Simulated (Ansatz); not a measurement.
**Pulling the pair apart**

The pair of K⁺ (SMILES [K+], atom 1) and BF3 (SMILES FB(F)F, atoms 2–5), both closed shells, in one local arrangement (a lower one may exist), relaxed at PBE0-D4/def2-TZVP:

```csv
atom,x (Å),y (Å),z (Å)
K1,0.7404,-0.3822,-3.0830
F2,0.6440,-0.3397,1.6899
B3,-0.1925,0.0994,0.8015
F4,0.1211,-0.0629,-0.4978
F5,-1.3130,0.6854,1.0894
```

BF3 is shifted rigidly along the line between the mean atom positions of the two fragments (negative: closer). Counterpoise interaction energies in kJ/mol. Program: Ansatz 0.2.0. Basis: def2-TZVPPD. Cores are frozen in the correlated methods. The outer core shell of Li, Na, Mg and K is correlated. The def2 sets are not built for correlating such inner shells, so the correlated values are less sure here.

```csv
shift (Å),wB97M-V,r2SCAN-D4,PBE0-D4
-0.27,-25.5,-25.2,-25.5
-0.13,-30.1,-29.9,-30.5
0.00,-30.9,-30.8,-31.8
0.13,-29.8,-29.9,-31.2
0.32,-26.9,-27.3,-29.4
0.67,-21.2,-22.1,-25.1
1.34,-13.4,-14.1,-16.0
2.68,-6.5,-6.8,-7.3
```

Q: What does CCSD(T) give at these shifts? (An estimate is asked for; the value comes from the calculation.)

A: By the calculation: -22.6, -28.1, -29.6, -28.9, -26.4, -20.9, -13.3, -6.5 kJ/mol. For zero shift, CCSD(T) at an estimated basis limit (MP2 extrapolated from triple and quadruple zeta, plus CCSD(T) − MP2 in triple zeta) gives -31.3 kJ/mol. These are counterpoise interaction energies, counted from the two frozen fragments.

The T1 diagnostic stays at or below 0.012.

For scale, one of the runs: CCSD(T)/def2-TZVPPD, 193 basis functions, launched by `ansatz run in.yaml --threads 4 --pin off --events-out ev --progress --plain --max-ram 9574MiB`. The run took 59 s on 4 CPU threads of an Arm Neoverse V1 (shared host), with 2.5 GiB of host memory at its peak.
